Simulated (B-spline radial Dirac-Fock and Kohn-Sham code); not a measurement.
## Magnetic form factor of the 4f shell of Lu²²⁺

System: lutetium as Lu²²⁺, [Kr] 4d10 4f3.

The run's input, task.json:

```json
{"items": [{
  "Z": 71,
  "q": 22,
  "cfg": [[1, 0, 2], [2, 0, 2], [2, 1, 6], [3, 0, 2], [3, 1, 6], [3, 2, 10], [4, 0, 2], [4, 1, 6], [4, 2, 10], [4, 3, 3]],
  "A": 175,
  "rrms": 5.37,
  "do": ["scatter"],
  "s": [0.0, 0.09, 0.11, 0.13, 0.16, 0.2, 0.25, 0.31, 0.38, 0.48, 0.59, 0.73, 0.9, 1.11, 1.38, 1.7, 2.11, 2.61, 3.23, 3.99, 4.94, 6.11, 7.56],
  "pz": [0, 0.1, 0.2, 0.3, 0.4, 0.5, 0.6, 0.8, 1.0, 1.2, 1.4, 1.6, 1.8, 2.0, 2.5, 3.0, 4.0, 5.0, 7.0, 10.0, 15.0, 20.0, 30.0, 40.0, 60.0, 100.0],
  "hv_scatter": [1000, 5000, 17479.3, 20000, 30000, 100000, 200000, 1000000]
}]}
```

Command: `python xray_run.py task.json out`

Method: Dirac-Fock densities. Computed with a radial finite-basis atomic code. ⟨j_K⟩ is the integral of the 4f radial density with the spherical Bessel function j_K(4πsr), s = sin θ/λ.

Hund's rules give S = 3/2, L = 6, J = 9/2 for 4f3, so g = 0.727, and the dipole approximation is F = ⟨j0⟩ + C₂⟨j2⟩ with C₂ = (2 − g)/g = 1.750.

```
s (Å⁻¹)     ⟨j0⟩    ⟨j2⟩    ⟨j4⟩    ⟨j6⟩  F (dipole)
      0   1.0000  0.0000  0.0000  0.0000      1.0000
   0.09   0.9833  0.0067  0.0000  0.0000      0.9949
   0.11   0.9751  0.0099  0.0000  0.0000      0.9924
   0.13   0.9654  0.0137  0.0001  0.0000      0.9894
   0.16   0.9480  0.0205  0.0002  0.0000      0.9840
    0.2   0.9200  0.0314  0.0004  0.0000      0.9750
   0.25   0.8779  0.0475  0.0010  0.0000      0.9610
   0.31   0.8184  0.0695  0.0022  0.0000      0.9401
   0.38   0.7399  0.0974  0.0047  0.0001      0.9104
   0.48   0.6179  0.1376  0.0106  0.0005      0.8586
   0.59   0.4817  0.1765  0.0208  0.0016      0.7906
   0.73   0.3228  0.2110  0.0384  0.0044      0.6921
    0.9   0.1697  0.2256  0.0635  0.0109      0.5645
   1.11   0.0485  0.2084  0.0915  0.0235      0.4132
   1.38  -0.0208  0.1569  0.1115  0.0430      0.2538
```

Radial moments of the shell: ⟨r²⟩ = 0.2828, ⟨r⁴⟩ = 0.1336, ⟨r⁶⟩ = 0.09555 in powers of bohr.
